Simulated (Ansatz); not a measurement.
`F[SiH2]C[SiH](F)F` + HCl → `F[SiH](F)Cl` + `C[SiH2]F` at 500 K and 1 bar (ligand exchange at the Si–C bond).

Program: Ansatz. Geometries: PBE0-D4/def2-TZVP. ΔE: electronic, gas phase. CCSD(T)/CBS adds triple-zeta CCSD(T) − MP2 to the extrapolated MP2 energy (def2 sets, frozen cores). This one scheme is used for every species. One conformer a species, not always the lowest.

| species | CCSD(T)/CBS energy (Eh) | H − E (kJ/mol) | S (J/(mol·K)) |
| --- | --- | --- | --- |
| `F[SiH2]C[SiH](F)F` | -918.82142 | 217.6 | 465.8 |
| HCl | -460.38127 | 32.5 | 201.9 |
| `F[SiH](F)Cl` | -949.23245 | 73.8 | 338.6 |
| `C[SiH2]F` | -430.00374 | 180.6 | 331.4 |

H − E and S are ideal-gas, rigid-rotor, harmonic terms from PBE0-D4/def2-TZVP, for one conformer and one mirror image of each species. 1 Eh = 2625.50 kJ/mol, R = 8.31446 J/(mol·K).

Q: By hand: ΔE, ΔH, ΔS and ΔG.

A: ΔE = (-949.23245) + (-430.00374) − (-918.82142) − (-460.38127) = -0.03350 Eh = -88.0 kJ/mol. Δ(H − E) = 73.8 + 180.6 − 217.6 − 32.5 = 4.3, so ΔH = -83.7 kJ/mol. ΔS = 338.6 + 331.4 − 465.8 − 201.9 = 2.3 J/(mol·K). ΔG = -83.7 − 500 × (2.3)/1000 = -84.9 kJ/mol.

Q: By hand: the equilibrium constant, and the temperature at which ΔG would vanish if ΔH and ΔS stayed fixed.

A: log₁₀ K = −ΔG/(RT ln 10) = 8.9. ΔH and −TΔS have one sign here, so there is no such temperature.

The number of gas molecules stays the same, so ΔS is small and ΔH decides. A doubt of 5 kJ/mol in ΔE shifts log₁₀ K by 0.5 here. Other conformers and mirror images would add mixing entropy, several J/(mol·K) or more a flexible species. Modes under 60 cm⁻¹, often nearly free rotors, make the harmonic entropy too high. These are equilibria of isolated gas molecules and say nothing of rates. Largest T1 diagnostic: 0.012 (customary marks: 0.02 for closed shells, 0.045 for open ones).

ΔS is within the doubt of such terms, so its sign, and with it that verdict, could turn.
